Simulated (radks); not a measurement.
Initial-state core-level shifts of the osmium ion Os2+ when its valence configuration changes from [Xe] 4f14 5d6. Calculated with a radial shooting solver on a logarithmic mesh with Libxc functionals: scalar-relativistic Kohn-Sham, r2SCAN, spin-polarised, spherical densities, finite nucleus; open shells are filled with parallel spins first (spin-orbit coupling, left out, can overturn this in heavy ions); meta-GGA in the generalised Kohn-Sham scheme; Fermi nuclear charge, rms radius 5.4126 fm. Shifts are changes of the shell-averaged eigenvalues in eV (positive: less bound); the change of the density at the nucleus, which sets a Mossbauer isomer shift, is in e/bohr^3, on a base of 1.788e+06.

| valence | 2p | 3d | 4s | 5s | density at nucleus |
|---|---|---|---|---|---|
| 4f13 5d7 | -12.107 | -13.714 | -12.217 | -4.498 | +100.9 |
| 4f13 5d6 6s1 | -15.819 | -17.391 | -15.850 | -7.914 | +282.0 |
| 4f13 5d6.5 6p0.5 | -14.725 | -16.322 | -14.808 | -6.989 | +106.9 |
| 4f13.5 5d6.5 | -5.994 | -6.782 | -6.072 | -2.266 | +49.7 |
| 4f12 5d6 6p2 | -35.621 | -38.893 | -35.469 | -19.026 | +237.8 |
| 4f12 5d6.5 6s1 6p0.5 | -31.381 | -34.661 | -31.269 | -15.012 | +404.5 |
| 4f14 5d4 6p2 | -10.429 | -10.358 | -10.284 | -9.859 | +27.7 |
| 4f12 5d6 6s2 | -32.852 | -36.103 | -32.673 | -16.239 | +573.2 |
| 4f14 5d4.5 6p1.5 | -7.702 | -7.655 | -7.610 | -7.326 | +19.8 |
